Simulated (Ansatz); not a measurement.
Computed with Ansatz on PBE0-D4/def2-TZVP structures; ΔE is electronic, products minus reactants. CBS: MP2 limit from def2 TZ/QZ plus the TZ coupled-cluster correction, frozen cores. Functionals use def2-TZVPP. Each species was taken in one conformer, which may not be the lowest.

Consider the redistribution: `C[SiH](S)CF` + `N#C[SiH2]CF` → `C[SiH](S)C#N` + `FC[SiH2]CF`.

`C[SiH](S)CF`:

```xyz
12

C     0.090    1.419   -0.776
Si   -0.138    0.217    0.625
S    -2.194   -0.244    1.017
C     0.768   -1.403    0.246
F     2.099   -1.141   -0.079
H    -0.382    2.376   -0.548
H    -0.349    1.031   -1.699
H     1.156    1.586   -0.952
H     0.357    0.772    1.911
H    -2.466   -0.606   -0.249
H     0.749   -2.081    1.105
H     0.309   -1.926   -0.601
```

`N#C[SiH2]CF`:

```xyz
9

N     0.710   -0.207    2.864
C     0.749   -0.030    1.727
Si    0.749    0.237   -0.105
C    -0.996   -0.193   -0.693
F    -1.062   -0.015   -2.068
H     1.078    1.657   -0.353
H     1.763   -0.665   -0.692
H    -1.744    0.450   -0.219
H    -1.247   -1.233   -0.461
```

`C[SiH](S)C#N`:

Cartesian coordinates in Å:
```
C -0.178 -0.282 -1.469
Si 0.276 -0.206 0.326
S 1.574 1.450 0.625
C -1.273 0.033 1.322
N -2.233 0.178 1.941
H 0.712 -0.457 -2.078
H -0.885 -1.096 -1.644
H -0.643 0.653 -1.788
H 0.869 -1.462 0.839
H 1.782 1.188 1.927
```

`FC[SiH2]CF`:

```xyz
11

F     1.005    0.929    1.738
C     0.638   -0.368    1.386
Si   -0.735   -0.306    0.085
C    -0.093    0.595   -1.449
F     1.000   -0.094   -1.972
H     0.319   -0.892    2.293
H     1.524   -0.879    0.996
H    -1.122   -1.700   -0.260
H    -1.910    0.436    0.613
H    -0.857    0.668   -2.230
H     0.232    1.610   -1.199
```

| level | ΔE (kcal/mol) |
| --- | --- |
| B2PLYP | -0.2 |
| r2SCAN | -0.3 |
| SCS-MP2/def2-QZVPP | -0.1 |
| MP2/CBS(def2) | -0.1 |

(1) What does CCSD(T)/CBS give? (An estimate is asked.)

Largest T1 diagnostic among the species: 0.013.

## Answers

(1) Ansatz gave: 0.0 kcal/mol. The listed levels differ from it by -0.2, -0.3, -0.1, -0.1 kcal/mol.
